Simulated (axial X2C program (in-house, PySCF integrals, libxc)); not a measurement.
**Spin–orbit effects down a group: molecules with B (ions), HF**

Computed with an axial X2C code built on PySCF integrals, spin-free (one-electron X2C) or two-component (2c: spin–orbit coupling with atomic mean-field Coulomb and Gaunt terms, which also bring small scalar terms), in Dyall basis sets with cores contracted in-house; open shells are unrestricted.

Basis sets: As dyall-cv3z, B dyall-v3z, N dyall-av3z, P dyall-v3z, Sb dyall-cv3z.

| molecule | spin-free state | Re (Å) | ωe (cm⁻¹) | De (eV) | 2c state | Re 2c (Å) | ωe 2c (cm⁻¹) | De 2c (eV) |
| --- | --- | --- | --- | --- | --- | --- | --- | --- |
| BN⁺ | M_S = 3/2, Λ = 0 | 1.412 | 1221.1 | 0.84 | Ω = 3/2 | 1.412 | 1221.1 | 0.84 |
| BP⁺ | M_S = 3/2, Λ = 0 | 1.837 | 756.3 | 1.85 | Ω = 3/2 | 1.837 | 756.0 | 1.85 |
| BAs⁺ | M_S = 3/2, Λ = 0 | 1.976 | 533.8 | 1.70 | Ω = 3/2 | 1.976 | 532.4 | 1.69 |
| SbB⁺ | M_S = 3/2, Λ = 0 | 2.244 | 360.9 | 1.73 | Ω = 3/2 | 2.246 | 353.3 | 1.72 |

Task: Work out the shifts from the spin-free to the two-component result.

Result: 

| molecule | 2c state | ΔRe (Å) | Δωe (cm⁻¹) | ΔDe (eV) |
| --- | --- | --- | --- | --- |
| BN⁺ | Ω = 3/2 | 0.000 | 0.0 | 0.00 |
| BP⁺ | Ω = 3/2 | 0.000 | -0.3 | 0.00 |
| BAs⁺ | Ω = 3/2 | 0.000 | -1.4 | -0.01 |
| SbB⁺ | Ω = 3/2 | 0.002 | -7.6 | -0.01 |

Shifts of one unit in the last digit are rounding.

Fragments in 2c: N + B+, P + B+, As + B+, Sb + B+. Each entry is the lowest single determinant of a limited PBE0 search at one distance. De goes to single-determinant-based atoms at the same level (for ions the charge split of lowest energy) and is withheld (n/a) where an atom does not fit its ground term or J level. Main or longest-lived isotopes. One determinant is a doubtful description, or other states lie close, for BN⁺, BP⁺, BAs⁺, SbB⁺; these need not be ground states, and all values refer to the states named. With several unpaired electrons the Ω given is that of one determinant, not necessarily of the lowest component.
